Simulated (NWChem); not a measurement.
System: BHOClF; SMILES OB(F)Cl

The following NWChem deck was run.

```
start job
memory heap 200 mb stack 900 mb global 1100 mb
geometry units angstroms noautosym nocenter noautoz
  B      0.016730    -0.422621     0.000000
  F     -1.131234    -1.097188     0.000000
  Cl    -0.022719     1.339729     0.000000
  O      1.207465    -1.055049     0.000000
  H      1.102871    -2.019699     0.000000
end
basis spherical
  * library pcsseg-1
end
dft
  xc pbe0
  iterations 150
end
property
  shielding
end
task dft property
```

Output (shortened):

```
             Northwest Computational Chemistry Package (NWChem) 7.3.0
             --------------------------------------------------------

                             Geometry "geometry" -> ""
                             -------------------------

 Output coordinates in angstroms (scale by  1.889725989 to convert to a.u.)

  No.       Tag          Charge          X              Y              Z
 ---- ---------------- ---------- -------------- -------------- --------------
    1 B                    5.0000     0.01673000    -0.42262100     0.00000000
    2 F                    9.0000    -1.13123400    -1.09718800     0.00000000
    3 Cl                  17.0000    -0.02271900     1.33972900     0.00000000
    4 O                    8.0000     1.20746500    -1.05504900     0.00000000
    5 H                    1.0000     1.10287100    -2.01969900     0.00000000

 Effective nuclear repulsion energy (a.u.)     142.6051210178

                              NWChem Property Module
                              ----------------------

  itol2e modified to match energy
  convergence criterion.

                                 NWChem DFT Module
                                 -----------------

 Summary of "ao basis" -> "ao basis" (spherical)
 ------------------------------------------------------------------------------
       Tag                 Description            Shells   Functions and Types
 ---------------- ------------------------------  ------  ---------------------
 B                          pcsseg-1                 7       17   3s3p1d
 F                          pcsseg-1                 7       17   3s3p1d
 Cl                         pcsseg-1                10       24   4s5p1d
 O                          pcsseg-1                 7       17   3s3p1d
 H                          pcsseg-1                 3        5   2s1p

  itol2e modified to match energy
  convergence criterion.

            General Information
            -------------------
          SCF calculation type: DFT
          Wavefunction type:  closed shell.
          No. of atoms     :     5
          No. of electrons :    40
           Alpha electrons :    20
            Beta electrons :    20
          Charge           :     0
          Spin multiplicity:     1
          Use of symmetry is: off; symmetry adaption is: off
          Maximum number of iterations: 150
          AO basis - number of functions:    80
                     number of shells:    34
          Convergence on energy requested:  1.00D-07
          Convergence on density requested:  1.00D-05
          Convergence on gradient requested:  5.00D-04

              XC Information
              --------------
                         PBE0 Method XC Functional
                     Hartree-Fock (Exact) Exchange  0.250
          PerdewBurkeErnzerhof Exchange Functional  0.750
            Perdew 1991 LDA Correlation Functional  1.000 local
           PerdewBurkeErnz. Correlation Functional  1.000 non-local

             Grid Information
             ----------------
          Grid used for XC integration:  fine
          Radial quadrature: Mura-Knowles
          Angular quadrature: Lebedev.
          Tag              B.-S. Rad. Rad. Pts. Rad. Cut. Ang. Pts.
          ---              ---------- --------- --------- ---------
          B                   0.85       70           8.0       590
          F                   0.50       70           8.0       590
          Cl                  1.00      123          11.0       770
          O                   0.60       70           8.0       590
          H                   0.35       60          10.0       590
          Grid pruning is: on
          Number of quadrature shells:   393
          Spatial weights used:  Erf1

      Superposition of Atomic Density Guess
      -------------------------------------

 Sum of atomic energies:        -658.57531288

      Non-variational initial energy
      ------------------------------

 Total energy =    -659.701617
 1-e energy   =   -1193.131410
 2-e energy   =     390.824672
 HOMO         =      -0.453997
 LUMO         =       0.070209

   convergence    iter        energy       DeltaE   RMS-Dens  Diis-err
 ---------------- ----- ----------------- --------- --------- ---------
 d= 0,ls=0.0,diis     1   -660.3867182589 -8.03D+02  1.03D-02  9.97D-01
 d= 0,ls=0.0,diis     2   -660.3757081214  1.10D-02  5.41D-03  1.23D+00
 d= 0,ls=0.0,diis     3   -660.4808928903 -1.05D-01  9.16D-04  3.35D-02
 d= 0,ls=0.0,diis     4   -660.4831029294 -2.21D-03  4.34D-04  3.63D-03
 d= 0,ls=0.0,diis     5   -660.4834542635 -3.51D-04  1.02D-04  3.53D-04
  Resetting Diis
 d= 0,ls=0.0,diis     6   -660.4834843581 -3.01D-05  2.53D-05  1.85D-05
 d= 0,ls=0.0,diis     7   -660.4834858955 -1.54D-06  1.05D-05  7.02D-07
 d= 0,ls=0.0,diis     8   -660.4834858667  2.88D-08  5.60D-06  1.06D-06

         Total DFT energy =     -660.483485866744
      One electron energy =    -1195.622481067080
           Coulomb energy =      443.981811758647
    Exchange-Corr. energy =      -51.447937576112
 Nuclear repulsion energy =      142.605121017801

 Numeric. integr. density =       40.000000148568

                       DFT Final Molecular Orbital Analysis
                       ------------------------------------

 Vector   18  Occ=2.000000D+00  E=-4.110319D-01
              MO Center=  6.5D-01, -8.5D-01, -1.1D-08, r^2= 1.8D+00
   Bfn.  Coefficient  Atom+Function         Bfn.  Coefficient  Atom+Function
  ----- ------------  ---------------      ----- ------------  ---------------
    67      0.399156  4 O  pz                70      0.378753  4 O  pz
    26     -0.217460  2 F  pz                29     -0.213579  2 F  pz
    64      0.207259  4 O  pz                50      0.151619  3 Cl pz
     9      0.118903  1 B  pz                23     -0.117220  2 F  pz
    53      0.110078  3 Cl pz                 6      0.056885  1 B  pz

 Vector   19  Occ=2.000000D+00  E=-3.539461D-01
              MO Center=  1.2D-01,  9.8D-01,  3.7D-09, r^2= 1.9D+00
   Bfn.  Coefficient  Atom+Function         Bfn.  Coefficient  Atom+Function
  ----- ------------  ---------------      ----- ------------  ---------------
    50      0.540918  3 Cl pz                53      0.450705  3 Cl pz
    70     -0.187051  4 O  pz                67     -0.180622  4 O  pz
    41     -0.140537  3 Cl pz                44     -0.140299  3 Cl pz
    64     -0.094370  4 O  pz                47      0.070225  3 Cl pz
     9      0.044471  1 B  pz                29     -0.044283  2 F  pz

 Vector   20  Occ=2.000000D+00  E=-3.467992D-01
              MO Center= -3.1D-02,  1.2D+00, -2.7D-10, r^2= 1.5D+00
   Bfn.  Coefficient  Atom+Function         Bfn.  Coefficient  Atom+Function
  ----- ------------  ---------------      ----- ------------  ---------------
    48      0.576798  3 Cl px                51      0.466658  3 Cl px
    39     -0.149088  3 Cl px                42     -0.148717  3 Cl px
    25      0.098576  2 F  py                28      0.098261  2 F  py
    61     -0.091862  4 O  s                 45      0.074481  3 Cl px
    76      0.063964  5 H  s                 66     -0.057099  4 O  py

 Vector   21  Occ=0.000000D+00  E= 1.634761D-02
              MO Center=  4.5D-02, -3.4D-01, -8.0D-09, r^2= 2.3D+00
   Bfn.  Coefficient  Atom+Function         Bfn.  Coefficient  Atom+Function
  ----- ------------  ---------------      ----- ------------  ---------------
    12      0.604954  1 B  pz                 9      0.554586  1 B  pz
    70     -0.324042  4 O  pz                53     -0.296920  3 Cl pz
    29     -0.244245  2 F  pz                 6      0.206159  1 B  pz
    67     -0.206845  4 O  pz                50     -0.182964  3 Cl pz
    26     -0.176783  2 F  pz                64     -0.111687  4 O  pz

 Vector   22  Occ=0.000000D+00  E= 3.028287D-02
              MO Center=  8.8D-01, -1.8D+00,  3.9D-09, r^2= 3.6D+00
   Bfn.  Coefficient  Atom+Function         Bfn.  Coefficient  Atom+Function
  ----- ------------  ---------------      ----- ------------  ---------------
    77      1.212569  5 H  s                 61     -0.670662  4 O  s
     3      0.471973  1 B  s                 52      0.309705  3 Cl py
    69      0.307614  4 O  py                38     -0.304904  3 Cl s
    11      0.204715  1 B  py                20     -0.188533  2 F  s
    76      0.175580  5 H  s                 60     -0.158802  4 O  s

 Vector   23  Occ=0.000000D+00  E= 1.025464D-01
              MO Center=  3.4D-02, -3.9D-01,  1.9D-09, r^2= 4.6D+00
   Bfn.  Coefficient  Atom+Function         Bfn.  Coefficient  Atom+Function
  ----- ------------  ---------------      ----- ------------  ---------------
     3      1.966796  1 B  s                 38     -0.816614  3 Cl s
    77     -0.817814  5 H  s                 52      0.745702  3 Cl py
    20     -0.462386  2 F  s                 69     -0.362345  4 O  py
    11      0.295926  1 B  py                37     -0.226208  3 Cl s
     2      0.178887  1 B  s                 28     -0.178410  2 F  py

     Multipole analysis of the density
     ---------------------------------

     L   x y z        total         alpha         beta         nuclear
     -   - - -        -----         -----         ----         -------
     0   0 0 0     -0.000000    -20.000000    -20.000000     40.000000

     1   1 0 0      0.157522     -0.184772     -0.184772      0.527067
     1   0 1 0     -0.851908     -0.735402     -0.735402      0.618895
     1   0 0 1     -0.000000     -0.000000     -0.000000      0.000000

     2   2 0 0    -23.683349    -55.422025    -55.422025     87.160701
     2   1 1 0     -1.866760      2.282621      2.282621     -6.432003
     2   1 0 1     -0.000000     -0.000000     -0.000000      0.000000
     2   0 2 0    -18.188231   -107.699239   -107.699239    197.210247
     2   0 1 1      0.000000      0.000000      0.000000      0.000000
     2   0 0 2    -20.737577    -10.368788    -10.368788      0.000000

          -----------------------------------------
          Chemical Shielding Tensors (GIAO, in ppm)
          -----------------------------------------

                                NWChem CPHF Module
                                ------------------

  scftype          =     RHF
  nclosed          =       20
  nopen            =        0
  variables        =     1200
  # of vectors     =        3
  tolerance        = 0.10D-03
  level shift      = 0.00D+00
  max iterations   =       50
  max subspace     =       30

 SCF residual:    2.0625497522124120E-004

Iterative solution of linear equations
  No. of variables     1200
  No. of equations        3
  Maximum subspace       30
        Iterations       50
       Convergence  1.0D-04

   iter   nsub   residual    time
   ----  ------  --------  ---------
     1      3    4.03D-01      34.5
     2      6    1.24D-02      41.1
     3      9    7.71D-04      46.9
     4     12    4.11D-05      51.2

      Atom:    1  B
        Diamagnetic
    202.3618      0.0372     -0.0000
      0.0372    206.6514      0.0000
     -0.0000      0.0000    180.8800

        Paramagnetic
   -130.3139    -14.1543      0.0000
    -14.1543   -129.3916      0.0000
      0.0000      0.0000   -103.8536

        Total Shielding Tensor
     72.0480    -14.1171      0.0000
    -14.1171     77.2598      0.0000
      0.0000      0.0000     77.0264

           isotropic =      75.4447
          anisotropy =      20.3471

          Principal Components and Axis System
                 1           2           3
               89.0095     77.0264     60.2983

      1        -0.6397      0.0000      0.7686
      2         0.7686      0.0000      0.6397
      3         0.0000      1.0000     -0.0000

      Atom:    2  F
        Diamagnetic
    481.7257     13.2582     -0.0000
     13.2582    468.5099      0.0000
     -0.0000      0.0000    459.3674

        Paramagnetic
   -259.1377     73.8894     -0.0000
     73.8894   -280.0054      0.0000
     -0.0000      0.0000   -113.3432

        Total Shielding Tensor
    222.5880     87.1475     -0.0000
     87.1475    188.5045      0.0000
     -0.0000      0.0000    346.0242

           isotropic =     252.3722
          anisotropy =     140.4780

          Principal Components and Axis System
                 1           2           3
              346.0242    294.3444    116.7481

      1        -0.0000      0.7720     -0.6356
      2         0.0000      0.6356      0.7720
      3         1.0000     -0.0000     -0.0000

      Atom:    3  Cl
        Diamagnetic
   1145.6446     -0.1160      0.0000
     -0.1160   1153.4021      0.0000
      0.0000      0.0000   1145.4413

        Paramagnetic
   -424.2706    -10.0541     -0.0000
    -10.0541   -126.6053      0.0000
     -0.0000      0.0000   -237.1285

        Total Shielding Tensor
    721.3739    -10.1701     -0.0000
    -10.1701   1026.7968      0.0000
     -0.0000      0.0000    908.3128

           isotropic =     885.4945
          anisotropy =     212.4608

          Principal Components and Axis System
                 1           2           3
             1027.1350    908.3128    721.0356

      1        -0.0332     -0.0000      0.9994
      2         0.9994     -0.0000      0.0332
      3         0.0000      1.0000      0.0000

      Atom:    4  O
        Diamagnetic
    393.1051    -10.9189     -0.0000
    -10.9189    398.7232      0.0000
     -0.0000      0.0000    371.0834

        Paramagnetic
   -184.7351    -65.2387     -0.0000
    -65.2387   -250.4342      0.0000
     -0.0000      0.0000   -112.0423

        Total Shielding Tensor
    208.3700    -76.1576     -0.0000
    -76.1576    148.2889      0.0000
     -0.0000      0.0000    259.0411

           isotropic =     205.2333
          anisotropy =      82.4466

          Principal Components and Axis System
                 1           2           3
              260.1977    259.0411     96.4612

      1         0.8267      0.0000      0.5626
      2        -0.5626     -0.0000      0.8267
      3        -0.0000      1.0000      0.0000

      Atom:    5  H
        Diamagnetic
     24.0758     -2.7097     -0.0000
     -2.7097     44.5128      0.0000
     -0.0000      0.0000     18.8222

        Paramagnetic
     -1.0489     -0.5825      0.0000
     -0.5825     -8.1791     -0.0000
      0.0000     -0.0000      1.9894

        Total Shielding Tensor
     23.0270     -3.2922      0.0000
     -3.2922     36.3337      0.0000
      0.0000      0.0000     20.8116

           isotropic =      26.7241
          anisotropy =      15.5694

          Principal Components and Axis System
                 1           2           3
               37.1037     22.2570     20.8116

      1        -0.2277      0.9737     -0.0000
      2         0.9737      0.2277     -0.0000
      3         0.0000      0.0000      1.0000
```

Level: PBE0/pcSseg-1, GIAO. All runs use the structure optimised with B3LYP/6-31G* (spherical d). The printed shielding anisotropy is the first printed principal value minus the mean of the other two.
